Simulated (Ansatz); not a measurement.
AlH2BrF2, singlet: at the end structure of a reaction step.

The input file, in.yaml:

```yaml
crystal:
  periodic: [false, false, false]
  atoms:
    - {symbol: Al, position_ang: [-0.843442, -0.191906, 0.106413]}
    - {symbol: Br, position_ang: [1.898682, -0.222229, -0.023063]}
    - {symbol: F, position_ang: [-1.063074, -1.440815, -0.948426]}
    - {symbol: F, position_ang: [-0.927744, -0.560099, 1.712035]}
    - {symbol: H, position_ang: [1.979559, 1.127358, -0.473775]}
    - {symbol: H, position_ang: [-1.043982, 1.287692, -0.373184]}
basis:
  gaussian: {orbitals: def2-TZVPP}
hamiltonian: {xc: {name: B2PLYP}}
```

Command:

```bash
ansatz run in.yaml --threads 4 --pin off --events-out ev --progress --plain --max-ram 9574MiB
```

Output of Ansatz 0.2.0:

```
Functional definition: B2PLYP
  name "B2PLYP"
  cite "Grimme, J. Chem. Phys. 124, 034108 (2006) doi:10.1063/1.2148954"
  cite "Becke, Phys. Rev. A 38, 3098 (1988) doi:10.1103/PhysRevA.38.3098"
  cite "Lee, Yang & Parr, Phys. Rev. B 37, 785 (1988) doi:10.1103/PhysRevB.37.785"
  parameter a = 0.53
  parameter c = 0.27
  exchange = (1 - a)*b88_x + a*exact_x
  correlation = (1 - c)*lyp_c + c*(mp2_os + mp2_ss)
1136 factors; integrals over basis functions are off by at most 1.4e-3 eV
mean field evaluation 1: about -82088.9374 eV, gradient 5.0e1 eV
mean field evaluation 2: about -82088.9985 eV, gradient 5.0e1 eV
mean field evaluation 4: about -82092.6899 eV, gradient 1.3e0 eV
mean field evaluation 8: about -82092.7112 eV, gradient 2.3e-2 eV
mean field evaluation 16: about -82092.7112 eV, gradient 1.2e-5 eV
mean field -82092.71120840 eV, -3016.8514924705 hartree, gradient 5.7e-6 eV, S^2 0.000000; 0 other end points of the search recorded, 0 dependent functions left out
16 core orbitals not correlated, not the lowest: weight in the atoms' cores, before any rotation towards them, 1.000 or more for the frozen orbitals, at most 0.000 for the correlated occupied ones
reference -82092.71136420 eV, -3016.8514981960 hartree; 18, 18 occupied and 146, 146 virtual orbitals, 1136 factors
second order -28.21584815 eV of doubles, -0.00000000 eV of singles
Total energy: -82100.32964320 eV, -3017.1314647854 hartree
```

The lines “mean field evaluation” count trial sets of orbitals through the whole run, from several starts and some on an approximate energy, so they need not fall steadily or lie above the final value.

Hardware: 4 CPU threads of an Arm Neoverse N1, shared host. Wall time about 4.9 s.
